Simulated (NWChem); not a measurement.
System: NbO, quartet; SMILES [O]=[Nb]

Program: NWChem. Spin-unrestricted. Geometry: optimised at PBE0-D3(BJ)/def2-TZVP, spin-unrestricted. No stability test was run on the SCF state. def2 effective core potentials on Nb; no spin-orbit coupling.

Predict the results for CAM-B3LYP/def2-SVP. Quantities: highest occupied level (eV); lowest empty minus highest occupied level, either spin (eV); dipole (D); <S²>.


```json
{
  "highest occupied level (eV)": "-6.31",
  "lowest empty minus highest occupied level, either spin (eV)": "4.45",
  "dipole (D)": "3.66",
  "<S²>": "3.76"
}
```
